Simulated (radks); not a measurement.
The numbers below are computed, except where a source is named.
Q: Radial electron density D(r) = 4 pi r^2 rho(r) of an atom or ion with 1 electrons. Code: a radial shooting solver on a logarithmic mesh with Libxc functionals. Model: scalar-relativistic Kohn-Sham, r2SCAN, spin-polarised, spherical densities, finite nucleus; meta-GGA in the generalised Kohn-Sham scheme; Fermi nuclear charge, rms radius of each element as measured or else 0.836 A^(1/3) + 0.57 fm.

r (bohr),D(r) (e/bohr)
0.01099,0.2927
0.0119,0.3378
0.01279,0.3838
0.01385,0.4417
0.01489,0.5005
0.016,0.5664
0.01733,0.6486
0.01863,0.7316
0.02018,0.8346
0.02169,0.9377
0.02349,1.065
0.02525,1.191
0.02735,1.345
0.02939,1.497
0.03184,1.680
0.03421,1.858
0.03706,2.071
0.03983,2.274
0.0428,2.489
0.04637,2.737
0.04983,2.969
0.05398,3.232
0.05801,3.469
0.06284,3.730
0.06753,3.957
0.07316,4.194
0.07862,4.388
0.08517,4.574
0.09153,4.708
0.09836,4.806
0.1066,4.864
0.1145,4.865
0.124,4.806
0.1333,4.696
0.1444,4.511
0.1552,4.289
0.1681,3.987
0.1807,3.673
0.1957,3.287
0.2103,2.918
0.2278,2.498
0.2448,2.125
0.2631,1.767
0.285,1.398
0.3063,1.102
0.3318,0.8177
0.3566,0.6054
0.3863,0.4170
0.4151,0.2871
0.4497,0.1813
0.4833,0.1148
0.5236,0.06551
0.5626,0.03760
0.6095,0.01909
0.655,0.009782

What is the nuclear charge?

A: Z = 9. The innermost maximum, from 1s, lies near gamma/Z bohr with gamma = sqrt(1 - (Z/c)^2) = 0.998, here 0.111 bohr (found: 0.111), and its height grows with Z. The density is that of the fluorine ion F8+ in 1s1; the configuration itself is not fixed sharply by these data. D(r) has 1 maximum, at r = 0.111 bohr.
